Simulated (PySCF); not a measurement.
Ranking problems on computed properties.

All species are isolated and taken at one optimised geometry, non-relativistic unless stated; the electronic structure was computed with PySCF and density fitting.

The conformers computed, where there is a choice (atom-mapped SMILES and torsion angles):
- `[CH3:1][P@:2](=[S:3])([CH:4]1[CH2:5][CH2:6]1)[C:7]([F:8])([F:9])[F:10]`: C1–P2–C4–C5 -15°, C1–P2–C7–F8 55°
- `[PH2:1][CH2:2][P-:3][CH:4]1[CH2:5][CH2:6]1`: P1–C2–P3–C4 -70°, C2–P3–C4–C5 101°, H–P1–C2–P3 52°, H–P1–C2–P3 -40°
- `[F:1][C@@H:2]1[CH2:3][C@@H:4]1[CH2:5][O:6][C@@H:7]1[O:8][CH2:9][SiH2:10]1`: C3–C4–C5–O6 100°, C4–C5–O6–C7 -74°, C5–O6–C7–O8 -59°
- `[CH2:1]=[CH:2][c:3]1[cH:4][cH:5][c:6]([SH:7])[c:8]([F:9])[cH:10]1`: C1–C2–C3–C4 -178°, H–S7–C6–C5 180°
- `[CH3:1][CH:2]([CH3:3])[O:4][C:5]([CH3:6])([CH3:7])[CH3:8]`: C1–C2–O4–C5 120°, C2–O4–C5–C6 -62°
- `[CH2:1]=[CH:2][N:3]([CH3:4])[CH2:5][CH3:6]`: C1–C2–N3–C4 -8°, C2–N3–C5–C6 78°
- `[N:1]#[C:2][SiH2:3][Si@@H:4]([CH:5]([Cl:6])[Cl:7])[CH:8]1[CH2:9][CH2:10]1`: C2–Si3–Si4–C5 43°, Si3–Si4–C5–Cl6 55°, Si3–Si4–C8–C9 138°
- `[CH3:1][P:2]([CH3:3])[P:4]([CH2:5][OH:6])[CH:7]1[CH2:8][CH2:9]1`: C1–P2–P4–C5 -85°, P2–P4–C5–O6 -51°, P2–P4–C7–C8 -98°, H–O6–C5–P4 60°
- `[CH:1]#[C:2][CH2:3][n:4]1[n:5][cH:6][cH:7][c:8]1[S:9][CH3:10]`: C2–C3–N4–N5 103°, C7–C8–S9–C10 -4°
- `[CH2:1]=[CH:2][C+:3]([CH3:4])[C@@H:5]([F:6])[O:7][CH3:8]`: C1–C2–C3–C4 -174°, C2–C3–C5–F6 28°, C3–C5–O7–C8 175°

The conformers of `CC1=CCOCC1(F)F`, `C=P1(CP)CCOCC1` and `COCCP(P)C1CC1` aren't listed.

(1) Rank by smallest rotational constant, highest first (GFN2-xTB).
A. `N#C[SiH2][Si@@H](C(Cl)Cl)C1CC1`
B. `C=CC1=CC(F)=C(S)C=C1`
C. `CC(C)OC(C)(C)C`
D. `PC[P-]C1CC1`
E. `F[C@@H]1C[C@@H]1CO[C@@H]1OC[SiH2]1`
F. `C=CN(C)CC`
G. `C[P@](=S)(C1CC1)C(F)(F)F`

(2) Give the two extremes of that set in cm⁻¹.

(3) Rank by HOMO–LUMO gap, highest first (PBE0/pcSseg-1 at GFN2-xTB geometries).
A. `C(P1(=C)CCOCC1)P`
B. `CP(C)P(CO)C1CC1`
C. `C=CC1=CC(F)=C(S)C=C1`
D. `C#CCn1nccc1SC`
E. `CC1=CCOCC1(F)F`
F. `F[C@@H]1C[C@@H]1CO[C@@H]1OC[SiH2]1`

(4) Rank by HOMO energy, highest first (PBE0/pcSseg-1 at GFN2-xTB geometries).
A. `C1P(CP)(=C)CCOC1`
B. `F[C@@H]1C[C@@H]1CO[C@@H]1OC[SiH2]1`
C. `C(C)(C)OC(C)(C)C`
D. `C1C(P(P)CCOC)C1`
E. `N#C[SiH2][Si@@H](C(Cl)Cl)C1CC1`
F. `[C@@H](F)([C+](C=C)C)OC`

(5) Give the two extremes of that set in hartree.

(6) Rank by dipole moment, highest first (PBE0/pcSseg-1 at GFN2-xTB geometries).
A. `F[C@@H]1C[C@@H]1CO[C@@H]1OC[SiH2]1`
B. `C[P@](=S)(C1CC1)C(F)(F)F`
C. `C#CCN1N=CC=C1SC`
D. `CC(C)OC(C)(C)C`
E. `CP(C)P(CO)C1CC1`

## Answers

(1) F (2.083 GHz), C (1.199 GHz), D (1.106 GHz), G (0.689 GHz), B (0.545 GHz), E (0.495 GHz), A (0.394 GHz).

(2) `N#C[SiH2][Si@@H](C(Cl)Cl)C1CC1`: 0.0131 cm⁻¹; `C=CN(C)CC`: 0.0695 cm⁻¹.

(3) E (7.44 eV), F (7.31 eV), B (6.51 eV), D (6.35 eV), A (5.52 eV), C (4.92 eV).

(4) A (-5.28 eV), D (-6.01 eV), C (-7.06 eV), B (-7.42 eV), E (-8.24 eV), F (-12.72 eV).

(5) `C=C[C+](C)[C@@H](F)OC`: -0.468 Eh; `C=P1(CP)CCOCC1`: -0.194 Eh.

(6) B (4.69 D), C (2.62 D), A (2.36 D), E (1.64 D), D (1.24 D).
